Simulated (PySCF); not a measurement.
Nb: excitation energy

Nb [Kr] 4d4 5s1 (6D) → Nb [Kr] 4d3 5s1 5p1 (high-spin determinant), as a difference of total energies. All numbers are calculated (PySCF 2.14, scalar relativity through the core potential, in aug-cc-pwCVDZ-PP with ECP28MDF (6s6p5d3f, 70 functions)). Correlated levels: valence: 4s2 4p6 frozen. The calculations carry no spin-orbit coupling.

```csv
method,excitation energy (eV)
UHF,1.494
MP2 (valence),1.998
SCS-MP2 (valence),1.662
CCSD (valence),2.006
CCSD(T) (valence),2.014
```

Problem. How much does correlation contribute at CCSD(T) (valence)?

Solution. 2.014 − (1.494) = 0.520 eV, measured against UHF.

The determinant of the upper state mixes LS terms, which raises its energy above the lowest term, most at the Hartree-Fock and MP2 levels.
